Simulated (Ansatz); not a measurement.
Geometry optimisation, RKS BLYP-D4/def2-SVP (Ansatz 0.2.0).

Input:

```yaml
crystal:
  periodic: [false, false, false]
  atoms:
    - { symbol: Ge, position_ang: [0.0, 0.0, 0.0] }
    - { symbol: O, position_ang: [0.0, 0.0, 1.77] }
    - { symbol: H, position_ang: [-0.9095, -0.2814, 2.1071] }
    - { symbol: H, position_ang: [1.4616, 0.0, -0.5162] }
    - { symbol: O, position_ang: [-0.8337, 1.4443, -0.5894] }
    - { symbol: H, position_ang: [-1.7915, 1.2136, -0.8118] }
    - { symbol: F, position_ang: [-0.7913, -1.3709, -0.5594] }
basis:
  gaussian: { orbitals: def2-SVP }
hamiltonian:
  xc: blyp
  dispersion: d4
relax:
  f_tol: 0.02
  max_steps: 40
output:
  orbitals: {}
```

Run as:

```bash
$ ansatz run input.yaml --threads 1 --pin off --max-ram 2048MiB --backend cpu --events-out ev --progress --plain --runs-dir out
```

Question: Where does it end, and by what steps?

Answer: The forces met the threshold. The force dipped under the threshold on the way, but the program's further checks kept it going. After 12 steps the energy has fallen by 0.219 eV; O5 moved furthest, 0.32 Å.

```json
{"step": "0", "energy less start (eV)": "0.0000", "largest force component (eV/Å)": "2.199", "accepted": "yes"}
{"step": "1", "energy less start (eV)": "-0.1621", "largest force component (eV/Å)": "0.981", "accepted": "yes"}
{"step": "2", "energy less start (eV)": "-0.2027", "largest force component (eV/Å)": "0.149", "accepted": "yes"}
{"step": "3", "energy less start (eV)": "-0.2046", "largest force component (eV/Å)": "0.062", "accepted": "yes"}
{"step": "4", "energy less start (eV)": "-0.2060", "largest force component (eV/Å)": "0.189", "accepted": "yes"}
{"step": "5", "energy less start (eV)": "-0.2104", "largest force component (eV/Å)": "0.056", "accepted": "yes"}
{"step": "6", "energy less start (eV)": "-0.2118", "largest force component (eV/Å)": "0.099", "accepted": "yes"}
{"step": "7", "energy less start (eV)": "-0.2120", "largest force component (eV/Å)": "0.425", "accepted": "yes"}
{"step": "8", "energy less start (eV)": "-0.2129", "largest force component (eV/Å)": "0.499", "accepted": "yes"}
{"step": "9", "energy less start (eV)": "-0.2138", "largest force component (eV/Å)": "0.420", "accepted": "yes"}
{"step": "10", "energy less start (eV)": "-0.2186", "largest force component (eV/Å)": "0.019", "accepted": "yes"}
{"step": "11", "energy less start (eV)": "-0.2184", "largest force component (eV/Å)": "0.135", "accepted": "no"}
{"step": "12", "energy less start (eV)": "-0.2189", "largest force component (eV/Å)": "0.012", "accepted": "yes"}
```

```xyz
7
Properties=species:S:1:pos:R:3
Ge -0.011 -0.014 0.031
O 0.060 -0.209 1.799
H -0.810 -0.022 2.206
H 1.436 0.038 -0.490
O -1.038 1.403 -0.352
H -1.655 1.189 -1.080
F -0.846 -1.380 -0.713
```

Whether the end is a true minimum wasn't checked by a vibrational analysis.

Run time: 31 s on 1 thread of Arm Neoverse V2, on a shared host, peak memory 0.12 GiB.
